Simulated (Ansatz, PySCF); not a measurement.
The pair A = NH3 (SMILES N) (first 4 atoms), B = CH5N (SMILES CN); geometry from B3LYP-D3(BJ)/def2-TZVP.
(charge 0, multiplicity 1):
```xyz
11

N      0.304    -0.181     0.200
H      0.107     0.324     1.064
H      0.620     0.495    -0.487
H     -0.573    -0.559    -0.140
C     -0.032    -0.687     3.638
N      0.176     0.705     3.229
H      0.509    -1.340     2.952
H     -1.093    -0.929     3.552
H      0.286    -0.917     4.662
H      1.154     0.958     3.314
H     -0.348     1.339     3.820
```

Correlated levels freeze the cores. Rows in 6-31G* carry no dispersion term and start afresh at each structure (6-31G* with six Cartesian d functions).

Run with Ansatz (Gaussian basis) for Hartree–Fock, density functionals and correlated methods; PySCF for 6-31G* rows. Values without a source in brackets are computed.

Total energies (hartree), monomers frozen at their geometry in the pair:

```json
[
 {"structure": "AB", "HF/aug-cc-pVDZ": "-151.4386080", "B3LYP/6-31G*": "-152.4079683", "CCSD(T)/aug-cc-pVDZ": "-152.0456583"},
 {"structure": "A in the pair's basis", "HF/aug-cc-pVDZ": "-56.2054571", "B3LYP/6-31G*": "-56.5486587", "CCSD(T)/aug-cc-pVDZ": "-56.4260707"},
 {"structure": "B in the pair's basis", "HF/aug-cc-pVDZ": "-95.2310987", "B3LYP/6-31G*": "-95.8542023", "CCSD(T)/aug-cc-pVDZ": "-95.6145140"},
 {"structure": "A", "HF/aug-cc-pVDZ": "-56.2051832", "B3LYP/6-31G*": "-56.5477629", "CCSD(T)/aug-cc-pVDZ": "-56.4252953"},
 {"structure": "B", "HF/aug-cc-pVDZ": "-95.2307178", "B3LYP/6-31G*": "-95.8529542", "CCSD(T)/aug-cc-pVDZ": "-95.6133959"}
]
```

Q: Work out the interaction energy without and with the counterpoise correction, and the superposition error, for each level.

A: 
E(AB) − E(A) − E(B), times 627.509 kcal/mol, with the monomers in their own basis and then in the pair's basis:
- HF/aug-cc-pVDZ: -1.70 uncorrected, -1.29 corrected; the monomers gain 0.41 kcal/mol from borrowed functions
- B3LYP/6-31G*: -4.55 uncorrected, -3.20 corrected; the monomers gain 1.35 kcal/mol from borrowed functions
- CCSD(T)/aug-cc-pVDZ: -4.37 uncorrected, -3.18 corrected; the monomers gain 1.19 kcal/mol from borrowed functions

Ansatz is an electronic-structure program.
